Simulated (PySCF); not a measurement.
# Finite-field polarisability of I⁻ (iodine, charge -1)

[Xe], closed-shell 1S. Computed with PySCF 2.14 in aug-cc-pVQZ-PP with one added diffuse shell each of s, p, d, f, g type with ECP28MDF (8s8p6d4f3g, 117 functions), with scalar relativity through the core potential. Frozen: 4s2 4p6 4d10. Energy changes in a uniform field (μhartree):

```json
{"axis": "x", "F (au)": "0.0018", "HF": "-102.710", "MP2": "-112.335", "CCSD": "-108.603", "CCSD(T)": "-111.814"}
{"axis": "x", "F (au)": "0.0036", "HF": "-411.688", "MP2": "-450.573", "CCSD": "-435.455", "CCSD(T)": "-448.459"}
```

Derive α along x at CCSD(T) from the two fields.

With ΔE = −αF²/2 − γF⁴/24, α = −(16 ΔE(F) − ΔE(2F))/(6F²) = 68.96 bohr³.

And the mean polarisability at each level?

HF 63.36, MP2 69.28, CCSD 66.99, CCSD(T) 68.96 bohr³.
